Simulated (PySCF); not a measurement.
HN2 (SMILES N#[NH+]), charge +1, singlet, at a GFN2-xTB geometry. Base run: PySCF with DF-HF/pcseg-1.

Input for PySCF:
```python
from pyscf import gto, scf

mol = gto.M(
    atom='''
N    -0.000000   -0.000000   -0.435395
N     0.000000    0.000000    0.644830
H    -0.000000   -0.000000   -1.466046
''',
    basis='pcseg-1',
    charge=1,
    spin=0,
    verbose=4,
)

mf = scf.RHF(mol)
mf = mf.density_fit(auxbasis='def2-universal-jkfit')
mf.kernel()
mf.analyze()
```

Each row names what was changed in the base input (with any setting that the change needs).

```
change                 basis functions      E (Eh)  HOMO (eV)  HOMO-LUMO gap (eV)
---------------------  ---------------  ----------  ---------  ------------------
base                                33  -109.10259     -26.83               21.81
basis = STO-3G                      11  -107.71133     -27.46               23.30
basis = LANL2DZ                    ___         ___        ___                 ___
basis = def2-SV(P)                  30  -109.03933     -26.97               22.04
basis = cc-pVDZ                     33  -109.14806     -26.78               21.97
basis = 6-31G**                     33         ___        ___                 ___
basis = 6-311++G**                 ___         ___        ___                 ___
basis = aug-cc-pVDZ                ___         ___        ___               21.65
basis = 6-311+G(2d,p)               60  -109.16941     -26.73               21.67
basis = aug-cc-pVTZ                115  -109.17978     -26.72               21.65
basis = cc-pVQZ                    140  -109.18682     -26.72               21.74
basis = def2-QZVPP                 144  -109.18812     -26.72               21.70
basis = def2-QZVP                  144  -109.18812     -26.72               21.70
```

Question: Fill in the missing entries.

Answer: 
- basis = LANL2DZ, basis functions: 20
- basis = LANL2DZ, E (Eh): -109.07855
- basis = LANL2DZ, HOMO (eV): -27.07
- basis = LANL2DZ, HOMO-LUMO gap (eV): 21.77
- basis = 6-31G**, E (Eh): -109.13524
- basis = 6-31G**, HOMO (eV): -26.82
- basis = 6-31G**, HOMO-LUMO gap (eV): 21.96
- basis = 6-311++G**, basis functions: 51
- basis = 6-311++G**, E (Eh): -109.16507
- basis = 6-311++G**, HOMO (eV): -26.76
- basis = 6-311++G**, HOMO-LUMO gap (eV): 21.68
- basis = aug-cc-pVDZ, basis functions: 55
- basis = aug-cc-pVDZ, E (Eh): -109.15070
- basis = aug-cc-pVDZ, HOMO (eV): -26.75

Totals compare only among sets that treat the same electrons; sets with core potentials leave the core out.
